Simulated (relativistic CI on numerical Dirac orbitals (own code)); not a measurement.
**What each ingredient does to the levels of Ta II**

Base calculation: Dirac-Coulomb-Breit CI, KLI orbitals optimised for each configuration, QED by a radiative potential, valence Slater integrals scaled by 0.85, P86 correlation energy added to each configuration.

Configurations in the expansion (outside the closed core [Xe] 4f14): 5d³6s, 5d²6s², 5d⁴, 5d³6p, 5d6s²6p, 5d²6s6p, 5d6s6p², 5d³6d, 5d²6s5f, 5d³6f, 5d²6p², 5d²6s5g, 5d³7s, 5d²6s7p, 5d²6s7s, 5d6s²6d, 5d²6s6d, 5d³7p, 5d²6s8s, 5d6s²5f, 5d²6s7d, 5d²6s8p, 5d6s6d², 5d6s²7s, 5d³5f, 5d6s5g6p, 5d6s6p6f, 5d²6s6f, 5d³8s, 5d6s²6f, 5d6s²5g, 5d²6s9s, 5d²6p6d, 5d6s6d7s, 5d³7d, 5d²6s8d. Levels of other configurations are missing.

Variants: (1) Slater integrals left unscaled; (2) no correlation estimate; (3) Breit term removed; (4) non-relativistic limit. Shifts of the energy above 5d³6s ⁵F1, in cm⁻¹, for the lowest level and the first level of each name with at least 55 % of one term (blank where a level changes its place among those of its configuration and J or its character, or is not in the variant):

```tsv
Level	Base	Δ(1)	Δ(2)	Δ(3)	Δ(4)	Measured
5d³6s ⁵F1	0.0	0.0	0.0	0.0	0.0	0.0
5d³6s ⁵F2	842.7	-7.1	-4.8	+33.2	-842.7	1031.4
5d³6s ⁵F3	2103.6	-26.7	-3.7	+87.3	-2103.6	2642.3
5d³6s ⁵F4	3591.6	-17.0	-6.0	+142.6	-3591.6	4415.8
5d²6s² ³F2	4465.2	+58.8	-1451.5	-68.8	+24194.4	3180.0
5d³6s ⁵F5	5176.6	+35.1	-6.4	+191.8	-5176.6	6186.8
5d²6s² ³F3	7516.9	+49.5	-1366.7	+47.3	+21142.7	6831.3
5d²6s² ³F4	10051.0	+199.8	-1146.4	+126.4	+18608.7	9746.3
5d³6s ⁵P1	10325.9	+1084.4	+28.1	+122.0		
5d³6s ⁵P2	11460.9	+970.0	-106.9	+159.0		
5d⁴ ⁵D0	11486.2	+99.2	+1520.0	+157.3	-19206.2	
5d³6s ⁵P3	11763.2	+1295.9	+5.9	+129.7	-3498.7	
5d⁴ ⁵D1	11996.6	+147.2	+1620.4	+191.0	-19716.6	
5d⁴ ⁵D2	12652.2	+184.0	+1808.6	+215.7	-20372.2
```

Correlation outside the listed configurations is missing or only estimated: errors of thousands of cm⁻¹ between configurations and terms are usual at this charge. Rates and lifetimes follow the computed energies and can be off by large factors. The fine structure of a lone outer electron comes out too small, for d and f at times inverted, and misplaced configurations move strength between like terms. 7 of the 18 excited levels that our extract of the measured tables holds in this range could be paired (the sources list more); they are missed by 691 cm⁻¹ on average and 1285 at most, and levels without a partner can miss by more. Some levels of the ground configuration have no partner and can miss by 10 % or more.

Measured levels: NIST Handbook of Basic Atomic Spectroscopic Data (Sansonetti and Martin, J. Phys. Chem. Ref. Data 34, 1559 (2005)).

Ionisation energy from the two ground configurations alone: base 14.73 eV; Slater integrals left unscaled 14.84 eV; no correlation estimate 13.94 eV; Breit term removed 14.74 eV. The NIST ASD value (semi-empirical) is 16.2 eV. The gap of more than 2 % comes from missing correlation, or from a tabulated value that is itself an estimate.

LS names give the leading component of a level, which can be under half, so a name can repeat, a term be missing and a line seem to break the LS rules.
